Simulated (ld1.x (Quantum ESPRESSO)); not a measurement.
## What one change does to a pseudopotential (ruthenium (Ru), TM)

```json
{"Element": "ruthenium (Ru)", "Generator": "ld1.x (Quantum ESPRESSO) 7.5", "Type": "norm-conserving Troullier–Martins (Kleinman–Bylander form)", "Functional": "LDA (PZ)", "Relativity": "scalar-relativistic", "Frozen core": "[Ar] 3d10", "Valence charge": "16", "Reference configuration": "4s2 4p6 4d6 5s0 5p0 (charge +2)", "Partial waves": "4s (bound): rc 1.45 bohr; 4p (bound): rc 1.80 bohr; 4d (bound): rc 1.85 bohr", "Local potential": "the d channel", "Core correction": "Bessel-smoothed model core, default radius (core density twice the valence density)"}
```

Change: all radii but the core radius scaled by about 0.74 (s 1.08, p 1.32, d 1.36 bohr).

Cutoffs: the cutoffs (Ry, on a coarse ladder) from which the occupation-weighted sum of valence levels, in a spherical-Bessel basis at the reference potential, stays within 10 and 1 mRy of its value at 400 Ry; they do not see the model core or the augmentation charge, which bear on the density cutoff. Errors are all-electron minus pseudo energies relative to the spin-unpolarised reference configuration.

**Question.** Predict the effect on cutoff, ghosts and configuration errors.

**Answer.** The potential gets harder (70 Ry and 100 Ry → 120 Ry and 200 Ry); of the 9 tests that both files solve, the error grows in 1 and shrinks in 7 by more than 15 % and 0.3 meV (median size 177.8 → 4.8 meV); neither file shows a bound ghost. A smaller radius makes the pseudo-wave follow the all-electron one further in, where it bends more sharply, so more plane waves are needed.

```csv
quantity,base,changed
"cutoff, loose",70 Ry,120 Ry
"cutoff, tight",100 Ry,200 Ry
loose cutoff by channel (10 mRy a level),"s 55 Ry, p 25 Ry, d 40 Ry","s 100 Ry, p 55 Ry, d 45 Ry"
bound ghosts,none,none
"error for 4s2 4p6 4d7 5s1 5p0, meV [ΔE -26.05 eV]",+178,-1.6
"error for 4s2 4p6 4d7 5s0 5p0, meV [ΔE -18.44 eV]",-0.3,+1.3
"error for 4s2 4p6 4d5 5s0 5p0, meV [ΔE 30.85 eV]",+0.5,+0.5
"error for 4s2 4p6 4d4 5s0 5p0, meV [ΔE 75.56 eV]",+19,+9.8
"error for 4s2 4p6 4d6 5s1 5p1, meV [ΔE -20.39 eV]",+276,+4.8
"error for 4s2 4p6 4d6 5s1 5p0, meV [ΔE -15.73 eV]",+294,-3.3
"error for 4s2 4p5 4d7 5s1 5p0, meV [ΔE 26.46 eV]",+279,-34
"error for 4s2 4p6 4d6 5s0 5p0 (spin-polarised), meV [ΔE -2.50 eV]",+100,+50
"error for 4s2 4p6 4d7 5s1 5p0 (spin-polarised), meV [ΔE -27.70 eV]",+223,+21
```
